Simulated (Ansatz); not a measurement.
Two isomers of CH5ClOSSi: A = `C[Si](O)(S)Cl`, B = `OC[SiH](S)Cl`.

Program: Ansatz. Geometries: PBE0-D4/def2-TZVP. ΔE: electronic, gas phase. CBS: MP2 limit from def2 TZ/QZ plus the TZ coupled-cluster correction, frozen cores. Functionals use def2-TZVPP. B3LYP here is the variant with VWN-RPA as its local correlation; programs differ in this. One conformer a species, not always the lowest.

Problem. Which isomer does CCSD(T)/CBS put lower? Give the gap. (Best estimate.)

Solution. Computed: A, by 229.4 kJ/mol.

Problem. Give E(B) − E(A) in kJ/mol with B3LYP-D4, CCSD(T)/def2-TZVPP, HF/def2-TZVPP, B2PLYP, PBE0-D4, PBE-D4, B3LYP. (An estimate is asked.)

Solution. The calculation gave: B3LYP-D4 223.6, CCSD(T)/def2-TZVPP 227.0, HF/def2-TZVPP 229.5, B2PLYP 228.1, PBE0-D4 221.2, PBE-D4 215.5, B3LYP 222.1. None reverses the order clearly.

Largest T1 diagnostic: 0.010.

From PBE to PBE0 (25 % exact exchange), in def2-TZVPP and without D4, E(B) − E(A) moves by +5.9 kJ/mol.
